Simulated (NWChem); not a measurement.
System: C2H7Si, doublet; SMILES C[SiH]C

Here is an NWChem input.

```
start job
memory heap 200 mb stack 900 mb global 1100 mb
geometry units angstroms noautosym nocenter noautoz
  C      0.475162    -0.007658     1.564889
  Si    -0.571757     0.111311     0.000000
  C      0.475162    -0.007658    -1.564889
  H      1.020288    -0.966756     1.598871
  H     -0.152759     0.057584     2.466399
  H      1.216695     0.805127     1.607718
  H     -1.630533    -0.954404     0.000000
  H      1.020288    -0.966756    -1.598871
  H     -0.152759     0.057584    -2.466399
  H      1.216695     0.805127    -1.607718
end
basis spherical
  C library iglo-iii
  Si library iglo-iii
  H library iglo-iii
end
dft
  odft
  mult 2
  xc b3lyp
  iterations 150
  semidirect filesize 400000000
end
property
  hyperfine
end
task dft property
```

In the optimisation the excess spin sits in a' (Cs, its own frame). All runs use the structure optimised with PBE0/def2-SVP, spin-unrestricted. No stability test was run on the SCF state. B3LYP is NWChem's, with the RPA form of VWN correlation.

Fermi-contact couplings, non-relativistic, static geometry.

Atoms are numbered as in the input.

Q: Give the results of this calculation. (B3LYP/IGLO-III, spin-unrestricted, contact and dipolar terms.) Quantities: basis functions; A(iso) 29Si atom 2 (MHz); A(iso) 13C atom 3 (MHz); A(iso) 1H atom 7 (MHz); A(iso) 1H atom 8 (MHz); A(iso) 1H atom 9 (MHz); A(iso) 1H atom 10 (MHz); <S²>.

A: The number of basis functions comes out as 184. The A(iso) 29Si atom 2 (MHz) comes out as -497 and the A(iso) 13C atom 3 (MHz) is 26.2. The A(iso) 1H atom 7 (MHz) comes out as 55.6 and the A(iso) 1H atom 8 (MHz) comes out as 59.6. The A(iso) 1H atom 9 (MHz) is 1.7. The A(iso) 1H atom 10 (MHz) is 4.1 and the <S²> comes out as 0.751.
